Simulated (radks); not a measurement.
Results of a calculation; reference values are marked as such.
Polarisability of the neon ion Ne2+, [He] 2s2 2p4, at imaginary frequency. Level of theory: non-relativistic Kohn-Sham, LDA (Slater exchange, Perdew-Wang correlation), spin-polarised, spherical densities, point nucleus; open shells are filled with parallel spins first (a radial shooting solver on a logarithmic mesh with Libxc functionals). Response by self-consistent Sternheimer equations with the Hartree and adiabatic LDA kernel.

| w (hartree) | alpha1(iw) (bohr^3) |
|---|---|
| 0.00266 | 0.8746 |
| 0.0143 | 0.8745 |
| 0.0360 | 0.8740 |
| 0.0697 | 0.8726 |
| 0.118 | 0.8690 |
| 0.186 | 0.8611 |
| 0.280 | 0.8451 |
| 0.413 | 0.8150 |
| 0.605 | 0.7626 |
| 0.892 | 0.6792 |
| 1.35 | 0.5589 |
| 2.12 | 0.4028 |
| 3.59 | 0.2317 |
| 6.94 | 0.09163 |
| 17.5 | 0.01890 |

Static values: alpha1 = 0.8746 bohr^3 (0.1296 angstrom^3; uncoupled 1.089). C6 = 1.111, triple-dipole C9 = 0.6805 atomic units. One-pole (London) frequency 4 C6 / (3 alpha1^2) = 1.936 hartree, against 1.918 for minus the highest occupied eigenvalue. The dipole shielding factor is 0.800, as the force sum rule N/Z = 0.800 demands.
